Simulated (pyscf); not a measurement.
PySCF, gas phase, ωB97X-D3(BJ)/def2-SVP geometries.

Problem. Estimate by transition-state theory (the high-pressure limit) the rate constant of F–Ge(F)(F)–Ge(F)(F)–F → F–Ge(F)(F)–F + F–Ge:–F [singlet] (singlet surface; F–Ge, Ge–Ge broken, F–Ge formed) at 600 K, with ωB97M-D3(BJ)/def2-TZVP energies (ideal gas, 1 atm, RRHO with modes under 100 cm⁻¹ raised to 100, one conformer, R ln 2 for chiral ones without a mode under 150 cm⁻¹; no tunnelling).

Solution. The electronic barrier is 26.6 kcal/mol and the thermal terms add -1.2, so ΔG‡ = 25.4 kcal/mol. With k_BT/h = 1.25e+13 s⁻¹ and RT = 1.192 kcal/mol, k = 7.0e+03 s⁻¹, a half-life of 9.9e-05 s through this channel alone. Wigner's tunnelling factor for 124i cm⁻¹ would be 1.00. A shift of 1 kcal/mol in the barrier changes k by a factor 2.3. On the product side the descent ends in an adduct with a F–Ge, F–Ge contact (not fully relaxed), 9.8 kcal/mol under the separated species and 21.7 kcal/mol under the saddle at ωB97X-D3(BJ)/def2-TZVP. What is counted as broken (F–Ge) persists as a longer contact in the product adduct; parting that adduct is a step of its own. At ωB97X-D3(BJ) the barrier from the zero used here is 29.5 kcal/mol. This is the saddle that the search found; another between the same sides may lie lower. Elements up to Kr have no core potential and no relativistic terms here.
